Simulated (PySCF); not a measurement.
Isomers of C5H14Si, one GFN2-xTB conformer each. Single-point energies are computed at PBE0/pcSseg-1 (PySCF, gas phase, no added dispersion term), electronic only.

```json
{"SMILES": "CC(C)[SiH](C)C", "GFN2-xTB relative energy (kcal/mol)": "11.7"}
{"SMILES": "CC(C)CC[SiH3]", "GFN2-xTB relative energy (kcal/mol)": "0.0"}
{"SMILES": "CCCCC[SiH3]", "GFN2-xTB relative energy (kcal/mol)": "0.7"}
{"SMILES": "CC[SiH](C)CC", "GFN2-xTB relative energy (kcal/mol)": "13.7"}
```

Conformers: `[CH3:1][CH:2]([CH3:3])[SiH:4]([CH3:5])[CH3:6]` with C1–C2–Si4–C5 -62°; `[CH3:1][CH:2]([CH3:3])[CH2:4][CH2:5][SiH3:6]` with C1–C2–C4–C5 65°, C2–C4–C5–Si6 174°; `[CH3:1][CH2:2][CH2:3][CH2:4][CH2:5][SiH3:6]` with C1–C2–C3–C4 180°, C2–C3–C4–C5 180°, C3–C4–C5–Si6 180°; `[CH3:1][CH2:2][SiH:3]([CH3:4])[CH2:5][CH3:6]` with C1–C2–Si3–C4 180°, C2–Si3–C5–C6 -58°.

Task: What does PBE0/pcSseg-1 give for the same structures?

Result: 
```tsv
SMILES	PBE0/pcSseg-1 E (Eh)	PBE0/pcSseg-1 (kcal/mol)	GFN2-xTB (kcal/mol)	point group
CC(C)[SiH](C)C	-488.06772	0.0	11.7	near Cs
CC[SiH](C)CC	-488.06529	1.5	13.7	C1
CC(C)CC[SiH3]	-488.04215	16.0	0.0	C1
CCCCC[SiH3]	-488.04166	16.4	0.7	Cs
```

GFN2-xTB puts CC(C)CC[SiH3] lowest instead; measured from each level's own lowest isomer, the values differ by up to 16.0 kcal/mol (CC(C)CC[SiH3]: 0.0 against 16.0). Neighbours under 2.5 kcal/mol apart (CC(C)[SiH](C)C and CC[SiH](C)CC; CC(C)CC[SiH3] and CCCCC[SiH3]) can change places with a better method, another conformer or zero-point energy.

Task: Which frontier levels, dipoles and rotational constants go with these structures?

Result: 
```json
{"SMILES": "CC(C)[SiH](C)C", "HOMO (eV, PBE0/pcSseg-1)": "-7.76", "LUMO (eV)": "1.35", "dipole (D)": "0.49", "A, B, C (MHz)": "3331, 2067, 1408"}
{"SMILES": "CC[SiH](C)CC", "HOMO (eV, PBE0/pcSseg-1)": "-7.93", "LUMO (eV)": "1.16", "dipole (D)": "0.46", "A, B, C (MHz)": "2756, 2097, 1457"}
{"SMILES": "CC(C)CC[SiH3]", "HOMO (eV, PBE0/pcSseg-1)": "-8.26", "LUMO (eV)": "0.94", "dipole (D)": "0.72", "A, B, C (MHz)": "6302, 1102, 997.6"}
{"SMILES": "CCCCC[SiH3]", "HOMO (eV, PBE0/pcSseg-1)": "-8.23", "LUMO (eV)": "0.96", "dipole (D)": "0.70", "A, B, C (MHz)": "12900, 789.6, 768.2"}
```

Task: As an exercise, what shares would exp(−E/RT) give at 500 K from these electronic energies alone (no entropy, no degeneracies)?

Result: RT = 0.994 kcal/mol: CC(C)[SiH](C)C 82.3 %, CC[SiH](C)CC 17.7 %, CC(C)CC[SiH3] under 0.1 %, CCCCC[SiH3] under 0.1 %.
